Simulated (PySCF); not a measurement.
Excitation energy of Ir⁺ by level of theory

Ir⁺ [Xe] 4f14 5d7 6s1 (5F) → Ir⁺ [Xe] 4f14 5d7 6p1 (high-spin determinant), as a difference of total energies. All numbers are calculated (PySCF 2.14, scalar relativity through the core potential, in def2-QZVPPD with the def2 core potential (60 electrons) (7s5p4d4f2g, 88 functions)). Correlated levels: valence: 5s2 5p6 frozen; valence and next inner shell: nothing frozen outside the core potential. The calculations carry no spin-orbit coupling.

```csv
method,excitation energy (cm⁻¹)
UHF,49276
LDA,54021
PBE,52997
PBE0,52597
r2SCAN,54029
r2SCANh,53815
BP86,53173
revPBE,52846
B97-3,52462
SCS-MP2 (valence),51497
MP2 (valence and next inner shell),53729
```

**Question.** Estimate what MP2 (valence) gives.

**Answer.** 52359 cm⁻¹, closest to B97-3 among the rows shown.

**Question.** Estimate what SCS-MP2 (valence and next inner shell) gives.

**Answer.** 52688 cm⁻¹, closest to PBE0 among the rows shown.

The determinant of the upper state mixes LS terms, which raises its energy above the lowest term, most at the Hartree-Fock and MP2 levels.
